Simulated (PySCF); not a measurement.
**Distorted geometries of [PbH3]+**

[PbH3]+ (singlet). PySCF 2.14.0, RKS PBE0, Pb def2-SVP with ECP60, H def2-SVP; non-relativistic Hamiltonian with scalar-relativistic core potentials where named; density fitting; no spin-orbit coupling. Relaxed geometry:

```xyz
4

Pb    0.4701    0.0000    0.0000
H    -0.3988    0.0000    1.5080
H    -0.3988    0.0000   -1.5080
H     2.2109    0.0000    0.0000
```

**Question.** Order these distorted geometries by energy above the relaxed one, lowest first.
A.
```xyz
4

Pb    0.5578   -0.0662   -0.1220
H    -0.4025    0.0270    1.4804
H    -0.5144    0.0073   -1.3845
H     2.2425    0.0319    0.0261
```
B.
```xyz
4

Pb    0.3275   -0.1693    0.0188
H    -0.0498    0.0375    1.5163
H    -0.4425   -0.0690   -1.5794
H     2.0481    0.2008    0.0442
```
C.
```xyz
4

Pb    0.6161    0.0233   -0.0109
H    -0.3921    0.0748    1.4766
H    -0.4203   -0.1352   -1.5184
H     2.0797    0.0371    0.0527
```

**Answer.** A (0.23 eV), B (0.59 eV), C (0.85 eV).

**Question.** Which forces (eV/Å) act in the one that lies 0.85 eV up?

**Answer.** 
```
Pb  -7.75 -0.29 -0.53
H    0.37  0.03 -0.58
H    0.71  0.14  0.92
H    6.67  0.12  0.19
```
Forces carry noise of the integration grid, about 0.01 to 0.03 eV/Å.
